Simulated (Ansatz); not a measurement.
Abridged output of a molecular run in Ansatz:

```
Functional definition: HF
1379 factors; integrals over basis functions are off by at most 1.1e-3 eV
mean field evaluation 1: about -29527.6509 eV, gradient 3.4e1 eV
mean field evaluation 2: about -29528.0079 eV, gradient 3.4e1 eV
mean field evaluation 4: about -29531.0304 eV, gradient 4.2e0 eV
mean field evaluation 8: about -29531.1109 eV, gradient 3.2e-1 eV
mean field evaluation 16: about -29531.1116 eV, gradient 1.7e-6 eV
mean field -29531.11163936 eV, -1085.2483358399 hartree, gradient 1.7e-6 eV, S^2 0.000000; 0 other end points of the search recorded, 0 dependent functions left out
16 core orbitals not correlated: weight in the atoms' cores, before any rotation towards them, 1.000 or more for the frozen orbitals, at most 0.000 for the correlated occupied ones
reference -29531.11163936 eV, -1085.2483358399 hartree; 13, 13 occupied and 212, 212 virtual orbitals, 1379 factors
second order -18.25055435 eV of doubles, -0.00000000 eV of singles
cycle   1  -19.17262129 eV  change   -9.2e-1 eV  update   1.0e-1
cycle   2  -19.73327977 eV  change   -5.6e-1 eV  update   3.1e-2
cycle   3  -19.82656018 eV  change   -9.3e-2 eV  update   1.5e-2
cycle   4  -19.81716757 eV  change    9.4e-3 eV  update   3.7e-3
cycle   5  -19.81621904 eV  change    9.5e-4 eV  update   1.8e-3
cycle   6  -19.81610296 eV  change    1.2e-4 eV  update   5.7e-4
cycle   7  -19.81590038 eV  change    2.0e-4 eV  update   2.3e-4
cycle   8  -19.81595449 eV  change   -5.4e-5 eV  update   7.8e-5
cycle   9  -19.81596872 eV  change   -1.4e-5 eV  update   2.6e-5
perturbative correction -0.85005965 eV, -0.0312391159 hartree
Total energy: -29551.77766772 eV, -1086.0077983745 hartree
```

Its atoms:

```xyz
10

Si   -1.127    0.023    0.983
N    -0.516    0.597   -0.539
P     0.658   -0.134   -1.521
S     2.335   -0.598   -0.289
H    -0.239    0.328    2.135
H    -2.444    0.669    1.221
H    -1.270   -1.449    0.863
H    -0.652    1.572   -0.765
H     0.187   -1.466   -1.407
H     3.068    0.457   -0.681
```

Problem. Which basis set was used?
A. cc-pV(D+d)Z
B. def2-TZVPP
C. def2-TZVPPD
D. def2-SVPD

Solution. B. It gives 241 functions.

Problem. Write the keys of the input that set method, charge and spin (a neutral closed shell needs none for the last two).

Solution. 
```yaml
correlation: {method: ccsd_t}
```
